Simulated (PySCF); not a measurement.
# How methods differ on the excitation energy of Nb⁺

Nb⁺ [Kr] 4d4 (5D) → Nb⁺ [Kr] 4d3 5s1, s spin flipped, as a difference of total energies. Calculation: PySCF 2.14, in def2-TZVPPD with the def2 core potential (28 electrons) (6s4p3d2f1g, 56 functions); scalar relativity through the core potential. Correlated levels: valence: 4s2 4p6 frozen. The calculations carry no spin-orbit coupling.

| method | excitation energy (eV) |
| --- | --- |
| UHF | 1.130 |
| MP2 (valence) | 1.067 |
| SCS-MP2 (valence) | 0.598 |

Problem. How much does correlation contribute at MP2 (valence)?

Solution. 1.067 − (1.130) = -0.063 eV, measured against UHF.

The upper determinant mixes two multiplicities, so it lies between the two terms.

The coupled-cluster amplitudes are large for the upper state (T1 above 0.03 or a double amplitude above 0.15), so a single reference is strained.
